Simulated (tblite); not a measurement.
C₆H₁₀N (doublet state).
SMILES with atom numbers: `[H]/[N:5]=[C:4]1/[CH2:3][C:2]([CH3:1])[C@H:6]1[CH3:7]` (hydrogens: H8, H9, H10 on C1; H11, H12 on C3; H13 on N5; H14 on C6; H15, H16, H17 on C7)
Bond orders are those of one Lewis drawing.

Computed with GFN2-xTB (tblite), gas phase: L-BFGS steps from a force-field or distance-geometry start until the largest atomic force falls under 0.01 eV/Å.

Step 14: E = -564.5111 eV
```
atom  x, y, z in Å  |  force x, y, z in eV/Å
C1      2.0814    0.5546    0.2904   -0.002  -0.168  -0.074
C2      0.8229   -0.2146    0.2111   -0.092   0.066   0.147
C3      0.3144   -1.2933   -0.7119    0.115  -0.013   0.181
C4     -0.9856   -1.1509    0.0396    0.053  -0.145  -0.065
N5     -1.8985   -1.9803    0.2202   -0.172  -0.083  -0.095
C6     -0.5668    0.1846    0.6234   -0.147  -0.091  -0.016
C7     -1.0563    1.3572   -0.2474   -0.111   0.195  -0.051
H8      2.1151    1.1755    1.1928   -0.052  -0.195  -0.204
H9      2.2157    1.2120   -0.5806   -0.041   0.045   0.035
H10     2.9286   -0.1298    0.2780    0.101   0.004   0.099
H11     0.7664   -2.2912   -0.6783    0.041   0.182  -0.018
H12     0.2271   -0.9862   -1.7655    0.080  -0.079   0.127
H13    -2.6392   -1.6919    0.8586    0.038   0.020  -0.008
H14    -0.8310    0.3288    1.6765    0.221   0.088  -0.015
H15    -0.1988    1.6961   -0.8216   -0.235   0.216  -0.211
H16    -1.8568    1.0492   -0.9184    0.112  -0.101  -0.078
H17    -1.4456    2.1922    0.3229    0.089   0.060   0.248
```

Step 15: E = -564.5302 eV
```
atom  x, y, z in Å  |  force x, y, z in eV/Å
C1      2.0882    0.5480    0.2863   -0.039  -0.063  -0.090
C2      0.8133   -0.1966    0.1896    0.072   0.034   0.235
C3      0.3190   -1.2997   -0.7092    0.063   0.119   0.201
C4     -0.9846   -1.1518    0.0339    0.008  -0.108  -0.074
N5     -1.8966   -1.9824    0.2151   -0.132  -0.074  -0.078
C6     -0.5782    0.1923    0.6139    0.081  -0.200  -0.033
C7     -1.0692    1.3705   -0.2449   -0.107   0.129  -0.022
H8      2.1228    1.1702    1.1912   -0.053  -0.258  -0.253
H9      2.2368    1.2151   -0.5807   -0.034  -0.060   0.119
H10     2.9311   -0.1479    0.2796   -0.034   0.072   0.083
H11     0.7772   -2.2903   -0.6461    0.076   0.098  -0.030
H12     0.2409   -1.0168   -1.7689    0.056  -0.086   0.085
H13    -2.6367   -1.6902    0.8513   -0.005   0.020  -0.002
H14    -0.8271    0.3185    1.6764    0.204   0.130  -0.130
H15    -0.2224    1.7207   -0.8302   -0.214   0.182  -0.123
H16    -1.8685    1.0621   -0.9138    0.019  -0.079  -0.094
H17    -1.4530    2.1903    0.3466    0.038   0.143   0.208
```

Step 16: E = -564.5486 eV
```
atom  x, y, z in Å  |  force x, y, z in eV/Å
C1      2.0943    0.5399    0.2802   -0.044   0.029  -0.085
C2      0.8048   -0.1788    0.1726    0.195  -0.046   0.206
C3      0.3260   -1.3037   -0.7033    0.002   0.137   0.135
C4     -0.9836   -1.1549    0.0268   -0.047  -0.044  -0.053
N5     -1.8967   -1.9855    0.2082   -0.059  -0.035  -0.059
C6     -0.5884    0.1974    0.6028    0.253  -0.183  -0.047
C7     -1.0845    1.3864   -0.2422   -0.082   0.024   0.035
H8      2.1298    1.1599    1.1854   -0.047  -0.238  -0.199
H9      2.2583    1.2177   -0.5793   -0.037  -0.153   0.149
H10     2.9330   -0.1657    0.2826   -0.146   0.113   0.043
H11     0.7897   -2.2873   -0.6124    0.113   0.030  -0.029
H12     0.2560   -1.0504   -1.7712    0.048  -0.073   0.089
H13    -2.6347   -1.6881    0.8438   -0.039   0.017  -0.016
H14    -0.8191    0.3101    1.6731    0.155   0.165  -0.203
H15    -0.2510    1.7498   -0.8414   -0.188   0.135  -0.010
H16    -1.8809    1.0743   -0.9109   -0.074  -0.029  -0.065
H17    -1.4602    2.1909    0.3753   -0.002   0.150   0.108
```

**Question.** Estimate the geometry and energy of step 17. (The exact step hangs on the optimiser's Hessian estimate; all steps are aligned on step 16, rigid shifts and turns removed.)

**Answer.** E = -564.5634 eV, largest force 0.299 eV/Å
```
atom  x, y, z in Å  |  force x, y, z in eV/Å
C1      2.0986    0.5331    0.2735   -0.033   0.057  -0.051
C2      0.8010   -0.1662    0.1628    0.209  -0.138   0.088
C3      0.3333   -1.3050   -0.6966   -0.034   0.038   0.045
C4     -0.9831   -1.1584    0.0200   -0.059   0.023  -0.017
N5     -1.8980   -1.9885    0.2013    0.011   0.021  -0.041
C6     -0.5931    0.1996    0.5922    0.286  -0.065  -0.059
C7     -1.0991    1.4003   -0.2390   -0.044  -0.068   0.075
H8      2.1349    1.1470    1.1774   -0.035  -0.136  -0.058
H9      2.2762    1.2177   -0.5764   -0.040  -0.176   0.094
H10     2.9320   -0.1789    0.2859   -0.173   0.097  -0.004
H11     0.8023   -2.2833   -0.5835    0.129  -0.007  -0.025
H12     0.2696   -1.0803   -1.7717    0.050  -0.040   0.103
H13    -2.6343   -1.6862    0.8371   -0.054   0.012  -0.041
H14    -0.8089    0.3056    1.6661    0.097   0.182  -0.197
H15    -0.2792    1.7775   -0.8513   -0.159   0.087   0.091
H16    -1.8929    1.0843   -0.9095   -0.125   0.026   0.009
H17    -1.4663    2.1937    0.4018   -0.025   0.087  -0.012
```

The energy changes by -0.0148 eV. The first-order estimate −F·Δx gives -0.0210 eV and the mean of the old and new forces, exact on a quadratic surface, -0.0148 eV. The step makes an angle of 72° with the force vector and moves no atom by more than 0.041 Å.

The cost below is that of the whole relaxation. Time: 0.52 s wall. Hardware: one thread, Arm Neoverse V2 (aarch64), shared host with 96 logical CPUs at a one-minute load of 75.
